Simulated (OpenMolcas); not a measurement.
Pr4+ with 6 ligands (bromide) in trigonal prismatic coordination (D3h), a polar angle of 50.6° against the regular 49.1°. A charge of +0.333 e stands 2.8 Å behind each ligand. Ligand basis ANO-RCC-VDZP.

* Program: OpenMolcas 26.06
* Method: SS-CASPT2, IPEA 0.25 Eh, imaginary shift 0.1 Eh (closed shells correlated: 5s 5p and the ligand valence shells)
* Basis: ANO-RCC-VDZP [7s6p4d2f1g]
* Scalar Hamiltonian: DKH2, point nucleus
* Active space: 1 electron in 7 orbitals (4f)
* State averaging: 2S+1 = 2 odd, 7 roots
* Spin-orbit coupling: RASSI with atomic mean-field integrals over the reference wave functions

All ligands move together. At R = 2.65 Å the width of the lowest J multiplet is 1205 cm-1, and at R = 2.76 Å it is 1071 cm-1.

Q: A third run gives 1006 cm-1. What distance was it run at?

A: With a power law R^-n the two known points give n = -ln(1071 / 1205) / ln(2.76 / 2.65) = 2.90. Then R = 2.65 × (1205 / 1006)^(1/2.90) = 2.820 Å. The run was at 2.83 Å, so the estimate is off by -0.010 Å.

Roots that are degenerate in the reference are averaged as groups; the widest CASPT2 spread within a group is 93 cm-1 (the 2-fold group of multiplicity 2 near 1680 cm-1 above the lowest state of its run, R = 2.65). Shifts and gaps below about the spread of the groups concerned are not significant. Over all roots computed the reference weight is 0.67 in R = 2.65, 0.67 in R = 2.76, 0.67 in R = 2.83; a low but even weight reflects the number of correlated electrons. Splittings of an f shell from a small cluster at a set distance can be off by tens of per cent, mostly too small. No measured value stands beside these numbers; the geometry was imposed, not optimised, and the real ion may take another.
